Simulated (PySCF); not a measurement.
Compound: C6H7F3O.
Numbering: `[CH2:1]=[CH:2][C:3](=[O:4])[CH2:5][CH2:6][C:7]([F:8])([F:9])[F:10]` (hydrogens: H11, H12 on C1; H13 on C2; H14, H15 on C5; H16, H17 on C6)

The geometry is computed with GFN2-xTB (gas phase).

Entries marked ? are missing. Bonds in one row agree within 0.01 Å.

| coordinate | value |
| --- | --- |
| C1=C2 | ? |
| C2–C3 | ? |
| C3=O4 | ? |
| C3–C5 | 1.519 Å |
| C5–C6 | 1.527 Å |
| C6–C7 | ? |
| C7–F8, C7–F9, C7–F10 | 1.343 Å |
| C1–H11 | 1.077 Å |
| C1–H12 | 1.077 Å |
| C2–H13 | 1.082 Å |
| C5–H14, C5–H15 | 1.092 Å |
| C6–H16, C6–H17 | 1.091 Å |
| C1–C2–C3 | 126.2° |
| C2–C3–O4 | 121.2° |
| C2–C3–C5 | ? |
| O4–C3–C5 | 121.7° |
| C3–C5–C6 | 110.8° |
| C5–C6–C7 | 110.8° |
| C6–C7–F8 | 112.5° |
| F8–C7–F9 | ? |
| F8–C7–F10 | ? |

Problem. Fill in the missing values.

Solution. 
- C1=C2 = 1.327 Å, drawn double (terminal =CH2 carbon to alkene CH carbon); 0.13 Å below the sum of covalent radii, 1.46 Å.
- C2–C3 = 1.476 Å, drawn single (alkene CH carbon to ketone carbonyl carbon); 0.02 Å above the sum of covalent radii, 1.46 Å.
- C3=O4 = 1.209 Å, drawn double (ketone carbonyl carbon to ketone oxygen); 0.18 Å below the sum of covalent radii, 1.39 Å.
- C6–C7 = 1.512 Å, drawn single (chain CH2 carbon to CF3 carbon); 0.01 Å below the sum of covalent radii, 1.52 Å.
- C2–C3–C5 = 117.0°, at the ketone carbonyl carbon; the outer atoms are 2.555 Å apart.
- F8–C7–F9 = 106.1°, at the CF3 carbon; the outer atoms are 2.148 Å apart.
- F8–C7–F10 = 106.5°, at the CF3 carbon; the outer atoms are 2.151 Å apart.

Radii are Cordero's, carbon taken as 0.76, 0.73 or 0.69 Å for four, three, and two or fewer neighbours.

No GFN2-xTB frequencies stand behind this structure, so it isn't proved a minimum. One conformer, not necessarily the lowest (C1–C2–C3–O4 180°, C2–C3–C5–C6 180°, C3–C5–C6–C7 180°).
